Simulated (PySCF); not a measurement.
Vertical excitation energies

Compound: dicyclohexylphosphine oxide, C12H23OP.
Bonds: O1–P2 (double), P2–C3, C3–C4, C4–C5, C5–C6, C6–C7, C7–C8, P2–C9, C9–C10, C10–C11, C11–C12, C12–C13, C13–C14, C3–C8, C9–C14. Hydrogens: H15 on P2; H16 on C3; H17, H18 on C4; H19, H20 on C5; H21, H22 on C6; H23, H24 on C7; H25, H26 on C8; H27 on C9; H28, H29 on C10; H30, H31 on C11; H32, H33 on C12; H34, H35 on C13; H36, H37 on C14.

Computed with TDDFT CAM-B3LYP/def2-SVPD, vertical, gas phase, core orbitals frozen in the response (PySCF 2.14.0, density-fitted response routines). The structure is a single PBE0-D3(BJ)/def2-SVP conformer in the gas phase; no vibrational or solvent corrections.

What does the calculation give for the low-lying excited states?

```csv
state,λ (nm),E (eV),f,|μ| (D),"main configurations (H = HOMO, L = LUMO)"
S1,174.7,7.10,0.021,0.88,"H→L+3 (46%), H→L+4 (22%)"
S2,172.8,7.18,0.0080,0.54,"H-1→L+3 (46%), H-1→L+4 (23%)"
S3,170.8,7.26,0.0018,0.25,H→L+1 (70%)
S4,168.0,7.38,0.012,0.65,H→L (75%)
S5,165.6,7.49,0.046,1.27,"H-1→L+1 (63%), H-1→L (12%)"
S6,160.7,7.71,0.0020,0.26,"H-1→L (70%), H-1→L+1 (11%)"
S7,154.6,8.02,0.032,1.03,H→L+2 (66%)
S8,153.2,8.09,0.029,0.97,"H-1→L+2 (43%), H-1→L+9 (14%)"
S9,152.1,8.15,0.0009,0.17,"H→L+3 (24%), H→L+6 (19%), H→L+4 (13%)"
S10,147.8,8.39,0.012,0.62,"H-1→L+3 (18%), H-1→L+6 (11%), H-1→L+4 (10%)"
```

Triplets, Tamm–Dancoff:

| state | E (eV) | λ (nm) | main configurations (H = HOMO, L = LUMO) |
| --- | --- | --- | --- |
| T1 | 6.77 | 183.2 | H→L+3 (33%), H→L+4 (19%) |
| T2 | 6.81 | 182.0 | H-1→L+3 (30%), H-1→L+4 (17%), H-1→L+8 (9%) |
| T3 | 7.03 | 176.4 | H-1→L+1 (50%), H→L+1 (10%) |
| T4 | 7.15 | 173.4 | H→L+1 (62%) |

The lowest singlet comes at 175 nm (685 kJ/mol) in the vacuum ultraviolet; it is weak; its leading configuration is HOMO→LUMO+3 (46%). The most intense listed level is S5 at 7.49 eV (166 nm, f = 0.046), 0.39 eV above S1. Löwdin shares by element: HOMO oxygen 50%, carbon 19% or more, phosphorus 13% (atoms not listed hold the other 19%); LUMO hydrogen 22% or more, carbon 10% or more (atoms not listed hold the other 68%). The oscillator strengths of these states sum to 0.165; summed over the whole spectrum of an exact calculation they would give the number of electrons, 118 (Thomas–Reiche–Kuhn). Orbital energies (eV): HOMO-3 -10.09, HOMO-2 -10.06, HOMO-1 -8.84, HOMO -8.65, LUMO 1.08, LUMO+1 1.33, LUMO+2 1.46. Weighted by f, the mean energy of these states is 7.70 eV. The window holds the lowest 10 singlets.

The run took 12 min of wall time (grids of density and orbitals included) on Arm Neoverse V1, one thread, shared host, and the process peaked at 4.0 GiB of memory.
